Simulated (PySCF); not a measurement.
Two species compared at the same levels of theory.

First species: C8H8O.
SMILES: `C1=CC(C[C@H]1C#CC)=O`

Second species: C6H8S.
Numbering: `[CH:1]#[C:2][C:3]1([CH2:4][SH:5])[CH2:6][CH2:7]1` (hydrogens: H8 on C1; H9, H10 on C4; H11 on S5; H12, H13 on C6; H14, H15 on C7)

Levels: PBE0/def2-SVPD for dipole moment, HOMO energy, LUMO energy, HOMO–LUMO gap, static isotropic polarisability and electronic spatial extent ⟨r²⟩ about the centre of nuclear charge; TDDFT PBE0/def2-SVPD for lowest singlet excitation; TDA PBE0/def2-SVPD for lowest triplet excitation (Tamm–Dancoff); GFN2-xTB for rotational constant A and rotational constant C. Geometries: GFN2-xTB. Each species is one conformer at its optimised geometry, gas phase, non-relativistic unless stated. Electronic properties by PySCF.

Dipoles, sizes and rotational constants follow the conformer. The torsions of the flexible species, by atom-mapped SMILES:
- `[CH:1]#[C:2][C:3]1([CH2:4][SH:5])[CH2:6][CH2:7]1`: C2–C3–C4–S5 -64°, H–S5–C4–C3 -53°

(1) Which has the higher rotational constant A?

(2) Which of the two has the higher dipole moment, and by how much?

(3) Which has the higher S1 energy?

(4) Which of the two has the higher HOMO energy, and by how much?

(5) Which has the higher ⟨r²⟩?

(6) Which of the two has the higher T1 energy, and by how much?

(7) Which of the two has the higher HOMO–LUMO gap, and by how much?

(8) Which has the higher static isotropic polarisability?

Answers

(1) The first: 4.290 GHz against 2.887 GHz, a difference of 1.403 GHz.

(2) The first: 4.14 D against 2.13 D, a difference of 2.01 D.

(3) The second: 5.60 eV against 3.80 eV, a difference of 1.80 eV.

(4) The second: -6.82 eV against -7.15 eV, a difference of 0.33 eV.

(5) The first: 1532 bohr² against 975 bohr², a difference of 557 bohr².

(6) The second: 5.12 eV against 3.34 eV, a difference of 1.78 eV.

(7) The second: 7.17 eV against 5.63 eV, a difference of 1.54 eV.

(8) The first: 94.5 au against 87.8 au, a difference of 6.7 au.

On the first: The vertical singlet–triplet gap S1 − T1 is 0.46 eV (TDDFT singlet less Tamm–Dancoff triplet; S1: HOMO→LUMO, weight 0.89; T1: HOMO→LUMO, weight 0.85). The principal polarisabilities are 71.1, 81.3 and 131.0 au; their mean is the isotropic value.

On the second: The vertical singlet–triplet gap S1 − T1 is 0.48 eV (TDDFT singlet less Tamm–Dancoff triplet; S1: HOMO→LUMO, weight 0.83; T1: HOMO→LUMO, weight 0.70). S1 lies 1.57 eV below the HOMO–LUMO gap; its leading configuration is HOMO→LUMO, weight 0.83.
